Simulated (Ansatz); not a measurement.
The cluster Pb2O4. Charge 0, multiplicity 1. Geometry PBE-D4/def2-SVP, basis def2-TZVP, Ansatz.

```xyz
6

Pb    0.0633   -1.3875   -1.5408
Pb    1.5512    0.2505    1.3545
O     1.7225   -1.1865   -0.2139
O    -0.4278    1.1639    1.0583
O    -1.5115    1.0627    0.1755
O    -1.3977    0.0968   -0.8336
```

| run | HOMO (eV) | LUMO (eV) |
| --- | --- | --- |
| A | -4.33 | -3.04 |
| B | -4.22 | -2.92 |
| C | -7.92 | -0.51 |
| D | -4.49 | -2.95 |
| E | -5.46 | -2.43 |

In the def2 sets Pb takes a core potential; there is no spin–orbit coupling. LC-ωPBE has ω = 0.4 bohr⁻¹. The structure holds 2 bonds between oxygen atoms, so isomers without such links may lie far lower. Another isomer (triplet) lies 1.27 eV lower at PBE0-D4/def2-TZVP; other spin states weren't run for this one.

The runs used LC-ωPBE, PBE, PBE0, r2SCAN, revPBE. Estimate which is which.

A PBE (0 % exact exchange); B revPBE (0 % exact exchange); C LC-ωPBE (range-separated); D r2SCAN (0 % exact exchange); E PBE0 (25 % exact exchange). Exact exchange lowers occupied and raises empty levels; among semilocal functionals meta-GGAs tend to open the gap a little, and such runs are hard to tell apart. The gap grows from 1.29 eV (PBE) to 7.41 eV (LC-ωPBE).
